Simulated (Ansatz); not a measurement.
`BNC(C)O`, relaxed with RKS PBE0-D4/def2-TZVP in Ansatz from a PBE-D4/def2-SVP geometry. The force threshold is 0.005 eV/Å; the program also tests the step.

Total charge 0; spin multiplicity 1.

Start:

```xyz
13

B    -1.613   -1.149   -0.650
N    -0.910   -0.057   -0.133
C     0.529    0.180   -0.191
C     1.127    0.386    1.194
O     0.824    1.342   -0.941
H    -2.823   -1.186   -0.528
H    -0.988   -2.031   -1.213
H    -1.411    0.707    0.334
H     0.964   -0.734   -0.660
H     2.217    0.563    1.115
H     0.673    1.278    1.674
H     0.948   -0.497    1.835
H     0.463    1.198   -1.836
```

Problem. How much energy does the relaxation release, and in how many steps? (Estimate.)

Solution. Ansatz gave: 1.21 kcal/mol, in 8 steps.

Problem. Which bonds change most? (An estimate is asked.)

Solution. Ansatz gave: B1–H7 from 1.219 to 1.198 Å; B1–H6 from 1.216 to 1.196 Å; C3–H9 from 1.116 to 1.097 Å; C4–H11 from 1.110 to 1.093 Å.

Problem. Give the relaxed structure. (Best estimate.)

Solution. The calculation gave: 
```xyz
13

B    -1.597   -1.132   -0.653
N    -0.905   -0.054   -0.125
C     0.521    0.166   -0.181
C     1.119    0.388    1.187
O     0.826    1.308   -0.948
H    -2.786   -1.177   -0.532
H    -0.979   -1.989   -1.219
H    -1.398    0.688    0.352
H     0.949   -0.734   -0.640
H     2.193    0.560    1.103
H     0.669    1.269    1.654
H     0.943   -0.479    1.824
H     0.444    1.186   -1.822
```
